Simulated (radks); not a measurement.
Question: Calculated with a radial shooting solver on a logarithmic mesh with Libxc functionals: non-relativistic Kohn-Sham, LB94 model potential, spin-polarised, spherical densities, point nucleus; open shells are filled with parallel spins first (spin-orbit coupling, left out, can overturn this in heavy ions). Response by self-consistent Sternheimer equations with the Hartree and adiabatic LDA kernel. For heavy and open-shell atoms this level of theory can miss by tens of per cent. Rank Mg+, Ni+, Tc, Ge, Br, Ti+, K3+, In2+ (NIST ground configurations) by static dipole polarisability, largest first.

Answer: Tc 68.34, Ge 38.28, Ti+ 37.94, Mg+ 27.36, Br 20.44, In2+ 12.94, Ni+ 6.368, K3+ 3.059 bohr^3.
